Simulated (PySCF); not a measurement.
C5H6NO (doublet state).
Numbering: `[H]/[N:1]=[CH:2]\[C@H:3]1[C:4]=[CH:5][CH2:6][O:7]1` (hydrogens: H8 on N1; H9 on C2; H10 on C3; H11 on C5; H12, H13 on C6)

Structure used (GFN2-xTB), in Å, numbered top down from 1:
```xyz
13
C5H6NO angstrom
N      2.2706    0.1368   -0.9412
C      1.7428    0.5426    0.1132
C      0.5339   -0.0571    0.8080
C     -0.5549    0.9517    0.9406
C     -1.6040    0.6602    0.2183
C     -1.3122   -0.6502   -0.4894
O     -0.0638   -1.0993    0.0322
H      1.8169   -0.6838   -1.3454
H      2.1646    1.4124    0.6073
H      0.8594   -0.4692    1.7734
H     -2.5312    1.1815    0.0980
H     -2.0769   -1.3981   -0.2531
H     -1.2497   -0.5272   -1.5796
```

The hyperfine couplings belong to this conformer and change with its torsions.

Level of theory: UKS B3LYP, pcH-1 on C H N O, non-relativistic, mean-field spin-orbit, GIAO in PySCF. One conformer (not necessarily the lowest) at the GFN2-xTB geometry, without solvent, vibrations or thermal averaging. Couplings are sensitive to structure, and on GFN2-xTB geometries they can be far from those on DFT ones. No stability test was run, so a lower SCF solution isn't excluded.

(1) What is the g tensor, term by term?

(2) At 9.309 GHz, how far is the centre of the isotropic spectrum from where a free electron (g = 2.002319) resonates?

(3) How much does each term add to the isotropic shift?

(4) In a frozen sample, at which fields do the three g values resonate at 9.5, 34, 94 and 263 GHz (hyperfine left aside), and which band first spreads them over more than twice a line width of 0.3 mT?

Answers

(1) 
```tsv
Δg (ppm)	1	2	3
relativistic mass correction	-170	-170	-170
gauge correction	40	11	12
orbital Zeeman/spin–orbit	-376	-25	393
total	-506	-184	236
```

So g = 2.00181, 2.00214, 2.00256 and g_iso = 2.00217; the tensor is rhombic: the two nearest values differ by 43 % of g3 − g1. Axes: g1 points within 10° of the C5–H11 bond.

(2) B = hν/(g μB) with μB/h = 13.99624 MHz/mT gives 332.17 mT for the free electron and 332.19 mT at g_iso, 0.03 mT higher.

(3) The mass correction -170, the gauge correction 21 and the orbital-Zeeman/spin–orbit term -3 ppm, for a total of -151 ppm. The mass correction is the largest in size. The mass correction is the same along every axis, so the anisotropy comes from the other two: their spans along these axes are 29 (gauge) and 770 ppm (orbital Zeeman/spin–orbit).

(4) 
```json
{"band": "X", "GHz": "9.5", "B(g3) mT": "338.94", "B(g2) mT": "339.01", "B(g1) mT": "339.07", "spread mT": "0.13"}
{"band": "Q", "GHz": "34.0", "B(g3) mT": "1213.06", "B(g2) mT": "1213.32", "B(g1) mT": "1213.51", "spread mT": "0.45"}
{"band": "W", "GHz": "94.0", "B(g3) mT": "3353.76", "B(g2) mT": "3354.46", "B(g1) mT": "3355.00", "spread mT": "1.24"}
{"band": "J", "GHz": "263.0", "B(g3) mT": "9383.39", "B(g2) mT": "9385.36", "B(g1) mT": "9386.87", "spread mT": "3.48"}
```

The spread grows in proportion to the frequency. W band is the first where it exceeds 0.6 mT.

Largest spin populations (Mulliken): C4 (+1.00), C5 (-0.13) and C6 (+0.08). No atom but C4 exceeds +0.15.

The HOMO–LUMO gaps are 6.23 eV among the α and 3.28 eV among the β orbitals.
